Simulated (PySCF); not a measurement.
Compound: C5H6F2.
Atom-mapped SMILES: `[F:1][CH2:2][CH2:3][C:4]1=[C:5]([F:6])[CH2:7]1` (hydrogens: H8, H9 on C2; H10, H11 on C3; H12, H13 on C7)

The same species was optimised twice, with GFN2-xTB and with PBE0-D3(BJ)/def2-SVP (PySCF), and the same property calculations (PySCF, gas phase) were run on both structures.

```tsv
coordinate	GFN2-xTB	PBE0-D3(BJ)/def2-SVP	change
C5–C7 (Å)	1.487	1.466	-0.021
C4–C7 (Å)	1.530	1.549	+0.019
C5–F6 (Å)	1.320	1.307	-0.013
C2–C3 (Å)	1.529	1.518	-0.011
C4=C5 (Å)	1.294	1.290	-0.004
C3–C4 (Å)	1.469	1.472	+0.003
F1–C2 (Å)	1.372	1.370	-0.002
C3–C4–C5 (°)	153.8	156.1	+2.3
C4–C5–F6 (°)	150.4	148.6	-1.8
C4–C5–C7 (°)	66.3	68.0	+1.7
C2–C3–C4 (°)	110.6	112.2	+1.6
C5–C4–C7 (°)	62.9	61.4	-1.5
C3–C4–C7 (°)	143.3	142.5	-0.8
F1–C2–C3 (°)	109.8	109.5	-0.3
C4–C7–C5 (°)	50.8	50.6	-0.2
F1–C2–C3–C4 (°)	176	177	+1
C2–C3–C4–C5 (°)	122	122	0
```

Rotational constants: A = 7692, B = 1068, C = 993.1 MHz (GFN2-xTB) against A = 7775, B = 1066, C = 991.2 MHz (PBE0-D3(BJ)/def2-SVP). Point groups within 0.08 Å: C1 and C1.

On the GFN2-xTB structure: F1s of F1 (eV) 692.51 [delta-SCF UKS SCAN, pcX-2 on the ionised atom, pcseg-1 elsewhere, spin-free X2C]; C1s of C2 (eV) 293.23 [delta-SCF UKS SCAN, pcX-2 on the ionised atom, pcseg-1 elsewhere, spin-free X2C]; C1s of C3 (eV) 291.53 [delta-SCF UKS SCAN, pcX-2 on the ionised atom, pcseg-1 elsewhere, spin-free X2C]; C1s of C4 (eV) 291.14 [delta-SCF UKS SCAN, pcX-2 on the ionised atom, pcseg-1 elsewhere, spin-free X2C]; C1s of C5 (eV) 292.98 [delta-SCF UKS SCAN, pcX-2 on the ionised atom, pcseg-1 elsewhere, spin-free X2C]; F1s of F6 (eV) 693.59 [delta-SCF UKS SCAN, pcX-2 on the ionised atom, pcseg-1 elsewhere, spin-free X2C]; C1s of C7 (eV) 291.34 [delta-SCF UKS SCAN, pcX-2 on the ionised atom, pcseg-1 elsewhere, spin-free X2C].

Problem. What do these properties become on the PBE0-D3(BJ)/def2-SVP structure?

Solution. 
```
      property                                                                            level  on GFN2-xTB  on PBE0-D3(BJ)/def2-SVP  change
F1s of F1 (eV)  delta-SCF UKS SCAN, pcX-2 on the ionised atom, pcseg-1 elsewhere, spin-free X2C       692.51                   692.61   +0.10
C1s of C2 (eV)  delta-SCF UKS SCAN, pcX-2 on the ionised atom, pcseg-1 elsewhere, spin-free X2C       293.23                   293.27   +0.04
C1s of C3 (eV)  delta-SCF UKS SCAN, pcX-2 on the ionised atom, pcseg-1 elsewhere, spin-free X2C       291.53                   291.57   +0.04
C1s of C4 (eV)  delta-SCF UKS SCAN, pcX-2 on the ionised atom, pcseg-1 elsewhere, spin-free X2C       291.14                   291.08   -0.06
C1s of C5 (eV)  delta-SCF UKS SCAN, pcX-2 on the ionised atom, pcseg-1 elsewhere, spin-free X2C       292.98                   293.02   +0.04
F1s of F6 (eV)  delta-SCF UKS SCAN, pcX-2 on the ionised atom, pcseg-1 elsewhere, spin-free X2C       693.59                   693.66   +0.07
C1s of C7 (eV)  delta-SCF UKS SCAN, pcX-2 on the ionised atom, pcseg-1 elsewhere, spin-free X2C       291.34                   291.37   +0.03
```

The heavy atoms differ by 0.020 Å rms after alignment. Among bonds between heavy atoms C5–C7 changes most (-0.021 Å). Changes are differences of the printed values. Neither structure is proved a minimum here.

Conformer computed: `[F:1][CH2:2][CH2:3][C:4]1=[C:5]([F:6])[CH2:7]1`: F1–C2–C3–C4 177°, C2–C3–C4–C5 122°.
